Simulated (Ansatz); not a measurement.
`CC[O][Ga]([F])[Cl]`. The species carries charge 0 and has multiplicity 1. Correlated methods include outer-core shells of Ga, which these sets cover unevenly. Scalar relativity is left out up to krypton.

```xyz
11

C    -1.4151   -0.1802    0.0808
C    -0.2298   -0.0789    1.0120
O     0.7828    0.7788    0.5059
Ga    1.7262    0.3615   -0.9174
F     1.5327   -1.2142   -1.6420
Cl    3.1229    1.6894   -1.7628
H    -2.2051   -0.7878    0.5295
H    -1.1302   -0.6552   -0.8633
H    -1.8223    0.8108   -0.1314
H    -0.5359    0.3530    1.9698
H     0.1738   -1.0772    1.2188
```

Give the diagnostics of a CCSD(T)/def2-TZVPP run (frozen core, the Gaussian-basis code of Ansatz). (An estimate is asked.)

The calculation gave: T1 = 0.0132, largest single amplitude 0.027, largest double 0.022, (T) share of the correlation energy 3.7 %, 10 CCSD cycles. The RHF solution is stable towards an unrestricted one. T1 lies under the customary mark of 0.02 for closed shells.
